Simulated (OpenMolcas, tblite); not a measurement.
**CH6AlOSi (SMILES [CH3][Al][O][SiH3]): methods side by side**

CH6AlOSi has 10 atoms, charge 0, and is taken as a doublet. SMILES: `[CH3][Al][O][SiH3]`. Geometry: relaxed at PBE0-D4/def2-TZVP. This is one conformer, not always the lowest.

Each level gives the vertical ionisation energy (to the singlet cation) (eV). The values are calculated.

| level | kind | program | value (eV) | less CCSD(T)/def2-SVP | CPU time (all runs) |
| --- | --- | --- | --- | --- | --- |
| GFN2-xTB | semi-empirical | tblite | 11.73 | +4.49 | under 2 s |
| GFN1-xTB | semi-empirical | tblite | 12.35 | +5.11 | under 2 s |
| UHF/def2-SVP | Hartree–Fock | OpenMolcas | 7.30 | +0.06 | 26 s |
| USVWN5/def2-SVP | LDA | OpenMolcas | 7.31 | +0.07 | 81 s |
| UPBE/def2-SVP | GGA | OpenMolcas | 7.29 | +0.05 | 1.8 min |
| UM06-L/def2-SVP | meta-GGA | OpenMolcas | 7.30 | +0.06 | 2.5 min |
| UPBE0/def2-SVP | global hybrid | OpenMolcas | 7.48 | +0.24 | 1.9 min |
| ROCCSD(T)/def2-SVP | coupled cluster or CI | OpenMolcas | 7.24 | 0.00 | 2.6 min |

Differences are taken from ROCCSD(T)/def2-SVP for orientation; it has basis-set and higher-order errors of its own. The values span 7.24 to 12.35 eV. The xTB values lack the empirical shift that such differences need. CPU times are rough (shared hosts, several kinds of processor and program).
